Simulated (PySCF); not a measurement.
**Radial density of Ne (neon, neutral)**

PBE0, [Ne], closed-shell 1S. Calculation: PySCF 2.14, in cc-pVDZ; no relativity, point nucleus.

```json
{"r (bohr)": "0.00201", "4πr²ρ (e/bohr)": "0.02993"}
{"r (bohr)": "0.00339", "4πr²ρ (e/bohr)": "0.08326"}
{"r (bohr)": "0.00570", "4πr²ρ (e/bohr)": "0.2260"}
{"r (bohr)": "0.00958", "4πr²ρ (e/bohr)": "0.5894"}
{"r (bohr)": "0.0161", "4πr²ρ (e/bohr)": "1.466"}
{"r (bohr)": "0.0271", "4πr²ρ (e/bohr)": "3.330"}
{"r (bohr)": "0.0456", "4πr²ρ (e/bohr)": "6.539"}
{"r (bohr)": "0.0767", "4πr²ρ (e/bohr)": "10.03"}
{"r (bohr)": "0.129", "4πr²ρ (e/bohr)": "10.42"}
{"r (bohr)": "0.217", "4πr²ρ (e/bohr)": "6.616"}
{"r (bohr)": "0.365", "4πr²ρ (e/bohr)": "5.466"}
{"r (bohr)": "0.614", "4πr²ρ (e/bohr)": "7.922"}
{"r (bohr)": "1.03", "4πr²ρ (e/bohr)": "5.634"}
{"r (bohr)": "1.74", "4πr²ρ (e/bohr)": "1.385"}
{"r (bohr)": "2.92", "4πr²ρ (e/bohr)": "0.06227"}
```
